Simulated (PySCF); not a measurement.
# Excitation energy of Ag by level of theory

Ag [Kr] 4d10 5s1 (2S) → Ag [Kr] 4d9 5s2 (2D), as a difference of total energies. Computed with PySCF 2.14 in x2c-QZVPPall with one added diffuse shell each of s, p, d, f, g type (14s9p8d5f3g, 143 functions), with scalar relativity by spin-free X2C-1e. Correlated levels: valence: [Kr] frozen; valence and next inner shell: [Ar] 3d10 frozen. The calculations carry no spin-orbit coupling.

| method | excitation energy (eV) | error (eV) |
| --- | --- | --- |
| UHF | 3.680 | -0.291 |
| LDA | 4.088 | +0.117 |
| PBE | 4.043 | +0.072 |
| PBE0 | 4.065 | +0.094 |
| r2SCAN | 4.061 | +0.090 |
| MP2 (valence) | 4.286 | +0.315 |
| SCS-MP2 (valence) | 4.089 | +0.118 |
| MP2 (valence and next inner shell) | 4.188 | +0.217 |
| SCS-MP2 (valence and next inner shell) | 3.969 | -0.002 |

Reference: 3.971 eV (measured; NIST levels, between the centres of gravity of the two terms).
